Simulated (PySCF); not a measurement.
## Frontier levels across methods

Species: C4H7NSi.
Geometry (PBE0-D3(BJ)/def2-SVP, Å), atoms numbered from 1 in this order:
```xyz
13
C4H7NSi angstrom
C      2.7484   -0.4895    0.0027
C      1.4878    0.1883   -0.2277
C      0.4268    0.7517   -0.4156
C     -0.8218    1.4270   -0.6395
N     -1.9827    1.0117   -0.3319
Si    -2.4629   -0.4842    0.4404
H      2.6332   -1.5804   -0.0901
H      3.1215   -0.2767    1.0170
H      3.5151   -0.1602   -0.7153
H     -0.7250    2.4124   -1.1355
H     -3.3448   -1.2075   -0.5220
H     -3.2586   -0.1175    1.6479
H     -1.3448   -1.3942    0.8529
```

Basis pcSseg-1 throughout (PySCF), one geometry. Isolated species at its PBE0-D3(BJ)/def2-SVP geometry, gas phase.

Question: How do the orbital energies, the gap and the dipole change with the method?

Answer: 
| method | kind | HOMO (eV) | LUMO (eV) | gap (eV) | μ (D) | SCF cycles |
| --- | --- | --- | --- | --- | --- | --- |
| BLYP | GGA | -5.61 | -2.32 | 3.29 | 3.21 | 16 |
| PBE | GGA | -5.74 | -2.49 | 3.25 | 3.25 | 16 |
| OPBE | GGA | -5.74 | -2.44 | 3.31 | 3.23 | 16 |
| B97-D | GGA | -5.76 | -2.40 | 3.36 | 3.25 | 16 |
| LDA | LDA | -5.83 | -2.70 | 3.12 | 3.36 | 16 |
| BP86 | GGA | -5.86 | -2.59 | 3.27 | 3.27 | 16 |
| KT2 | GGA | -5.91 | -2.46 | 3.46 | 3.23 | 17 |
| KT3 | GGA | -5.91 | -2.43 | 3.48 | 3.16 | 16 |
| B3LYP | global hybrid | -6.95 | -1.75 | 5.20 | 3.24 | 14 |
| B97-2 | global hybrid | -6.95 | -1.62 | 5.33 | 3.26 | 14 |
| PBE0 | global hybrid | -7.22 | -1.57 | 5.64 | 3.28 | 14 |
| mPW1PW91 | global hybrid | -7.26 | -1.59 | 5.67 | 3.28 | 14 |
| BHandHLYP | global hybrid | -8.61 | -0.45 | 8.16 | 3.28 | 12 |
| CAM-B3LYP | range-separated hybrid | -8.61 | -0.41 | 8.20 | 3.23 | 12 |
| wB97X-D | range-separated hybrid | -9.14 | 0.18 | 9.32 | 3.27 | 15 |
| LC-wPBE | range-separated hybrid | -10.00 | 0.65 | 10.66 | 3.23 | 15 |
| HF | Hartree–Fock | -10.18 | 2.30 | 12.49 | 3.40 | 13 |

The HOMO spans 4.58 eV, from BLYP down to HF, and the gap runs from 3.12 eV (LDA) to 12.49 eV (HF). Over the methods BLYP (0 %), PBE (0 %), OPBE (0 %), B97-D (0 %), LDA (0 %), BP86 (0 %), KT2 (0 %), KT3 (0 %), B3LYP (20 %), B97-2 (21 %), PBE0 (25 %), mPW1PW91 (25 %), BHandHLYP (50 %), HF (100 %), a straight line through the gap against the share of exact exchange rises by 0.93 eV for each 10 % (correlation coefficient 0.999). The dipole ranges from 3.16 D (KT3) to 3.40 D (HF). This basis has no diffuse functions.
